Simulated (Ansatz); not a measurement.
PH3 (SMILES P), charge 0, multiplicity 1, relaxed at each level with Ansatz (a first-principles code); harmonic frequencies from differences of analytic forces, average atomic masses, frozen cores.

Question: Give the equilibrium geometry, the harmonic frequencies and the zero-point energy at CCSD(T)/cc-pV(D+d)Z.

Answer: 
(charge 0, multiplicity 1):
```xyz
4

P     -0.00105     0.00011     0.13106
H     -0.48312     1.09283    -0.64690
H      1.19615    -0.12430    -0.63241
H     -0.69753    -0.97008    -0.64697
```
Frequencies (cm⁻¹): 1041, 1149, 1149, 2422, 2433, 2433. Zero-point energy 15.19 kcal/mol.

Question: Give the equilibrium geometry, the harmonic frequencies and the zero-point energy at CCSD(T)/cc-pV(T+d)Z.

Answer: 
(charge 0, multiplicity 1):
```
atom    x (Å)    y (Å)    z (Å)
----  -------  -------  -------
P     -0.0010   0.0001   0.1254
H     -0.4804   1.0866  -0.6450
H      1.1894  -0.1236  -0.6306
H     -0.6935  -0.9646  -0.6451
```
Frequencies (cm⁻¹): 1022, 1145, 1145, 2415, 2423, 2423. Zero-point energy 15.11 kcal/mol.
